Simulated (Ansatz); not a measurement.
Molecule: CH$_{2}$BCl$_{2}$ (charge 0, doublet). It need not be the lowest isomer of its formula. 
Structure (B3LYP-D3(BJ)/def2-TZVP (Ansatz, a quantum-chemistry and plane-wave program) minimum search):
```xyz
6

B     -0.3583    -0.0698     0.0393
Cl     0.2665     1.5642     0.2538
Cl     0.7687    -1.3624    -0.3673
C     -1.8355    -0.3577     0.2014
H     -2.5486     0.4187     0.4509
H     -2.2445    -1.3528     0.0749
```
Charge 0, spin multiplicity 2.

Computed values are from Ansatz. Valence correlation only, unless marked. Open shells are spin-unrestricted. No spin-orbit coupling. Non-relativistic. Basis-set limits of correlation are two-point, X^-3; Hartree-Fock from the larger set.

```yaml
atomisation energy De: 516.8 kcal/mol at CCSD(T)/CBS(cc-pV(T+d)Z,cc-pV(Q+d)Z)
total_energy: -983.6295 Eh at CCSD(T)/CBS(cc-pV(T+d)Z,cc-pV(Q+d)Z)
dipole_moment: 1.77 D at CCSD(T)/aug-cc-pV(D+d)Z
T1 diagnostic: 0.013 at CCSD/cc-pV(Q+d)Z
```
